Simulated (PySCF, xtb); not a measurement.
Hf(Me)2(H)2 (C2H8Hf), SMILES [CH3][HfH2][CH3], multiplicity 1.

Harmonic wavenumbers (cm⁻¹) from xtb with GFN2-xTB at its own minimum, in rising order: 51, 57, 92, 225, 341, 361, 396, 417, 512, 544, 548, 564, 641, 1183, 1187, 1324, 1329, 1537, 1538, 1543, 1544, 2861, 2864, 2916, 2918, 2943, 2944.

Question: What does r2SCAN-D4/def2-SVP run with PySCF give at its own minimum? (The exact figures need the calculation; the answer reports its results.)

Answer: 78, 86, 127, 222, 279, 301, 440, 465, 476, 542, 575, 590, 651, 1140, 1142, 1382, 1386, 1386, 1387, 1670, 1706, 2975, 2977, 3073, 3074, 3104, 3107. Paired by order, the mean absolute difference is 77 cm⁻¹ and the zero-point energies are 47.7 and 49.1 kcal/mol.
